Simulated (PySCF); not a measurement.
Run record: geometry optimisation, H6In2Se2.

Method: PBE0-D3(BJ)/def2-SVP geometry optimisation, gas phase, def2 core potentials past Kr (PySCF 2.14.0). Start geometry: GFN2-xTB. A driver script takes a list of jobs; this job's settings line and coordinates (Å) are shown.

Input:
```
{"job": {"xc": "PBE0", "basis": "def2-SVP", "d3": "d3bj", "grid": 1, "maxiter": 30, "shake": 0.03, "kind": "geom"}, "charge": 0, "multiplicity": 1}
In     1.495150    -0.316680     1.041130
H      2.701750     0.802320     1.323440
H      1.159670    -1.809980     1.629880
Se     1.267230    -0.503450    -1.664360
In    -1.167070     0.748470    -1.144680
H     -2.378480    -0.395900    -1.312990
H     -1.070390     2.295650    -1.823110
Se    -0.832140     1.083860     1.550120
H      0.540770    -1.799120    -1.456190
H     -1.591830    -0.181940     1.861160
```

Output:
```
step   0  E = -5185.88490262  max force = 0.020377
step   1  E = -5185.88966105  max force = 0.004174
step   2  E = -5185.89039462  max force = 0.002757
step   3  E = -5185.89086888  max force = 0.001220
step   4  E = -5185.89094382  max force = 0.000818
step   5  E = -5185.89104979  max force = 0.000980
step   6  E = -5185.89108054  max force = 0.000933
step   7  E = -5185.89110758  max force = 0.000533
step   8  E = -5185.89113047  max force = 0.000360
step   9  E = -5185.89114856  max force = 0.000214
step  10  E = -5185.89115822  max force = 0.000151
optimisation converged
```

Energies in Eh; «max force» is the largest Cartesian gradient component in Eh/bohr.

Question: Give the first gradient maximum in eV/Å.

Answer: With 1 Eh/bohr = 51.422 eV/Å, 1.048 eV/Å.

Question: How much energy does the optimisation release, in eV?

Answer: E(step 0) − E(last step) = 0.006256 Eh, which is 0.170 eV.

In short: final energy -5185.89116 Eh after 10 steps; dipole 1.29 D.

Question: Give the final coordinates.

Answer: 0.193 Å rms from the input after alignment:
```
atom  x, y, z in Å
In1    1.5807   -0.3275    1.0174
H2     2.8019    0.8779    1.0286
H3     1.4178   -1.8692    1.7593
Se4    0.9725   -0.6809   -1.6251
In5   -1.2431    0.8482   -1.1349
H6    -2.5963   -0.1985   -1.2995
H7    -0.8464    2.3966   -1.7594
Se8   -0.7386    1.0261    1.5449
H9     0.2626   -1.9474   -1.3847
H10   -1.4865   -0.2022    1.8577
```

Question: Estimate the wall time. Hardware: one thread, Arm Neoverse V1 (aarch64), shared host. And the peak memory of the process?

Answer: About 2.9 min, with 0.67 GiB resident at the peak, the Python interpreter and its libraries included.
Labels such as C1 count atoms from 1, the log's own numbers from 0.
